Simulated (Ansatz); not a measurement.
A run for Ansatz (a quantum-chemistry and plane-wave program): R-CCSD(T)/def2-TZVPPD on CdHI (SMILES [CdH][I]), atoms moved off the minimum. Elements past Kr take the def2 small-core potentials; no spin–orbit coupling. Files ending in .json are basis or fitting sets from the Basis Set Exchange. The run froze 13 orbitals, filled d shells among them.

Ansatz 0.2 input:
```yaml
crystal:
  periodic: [false, false, false]
  atoms:
    - {symbol: Cd, position_ang: [0.01470257, 0.00747313, -1.33575589]}
    - {symbol: H, position_ang: [0.01368088, -0.02510195, -3.02405971]}
    - {symbol: I, position_ang: [-0.00687812, -0.04048740, 1.29690232]}
basis:
  gaussian:
    orbitals: def2-TZVPPD.json
magnetization: {spin_polarized: false}
correlation: {method: ccsd_t, electrons: outside_noble_gas}
scf: {lower_state_search: off}
output: {forces: true}
```

Q: Give the final energy of this run.

A: -464.7542 hartree (reference determinant -464.1588, T1 diagnostic 0.015).

Q: How many basis functions does it have, and what does it roughly cost on one machine?

A: 132 functions; very roughly 80 core-seconds.
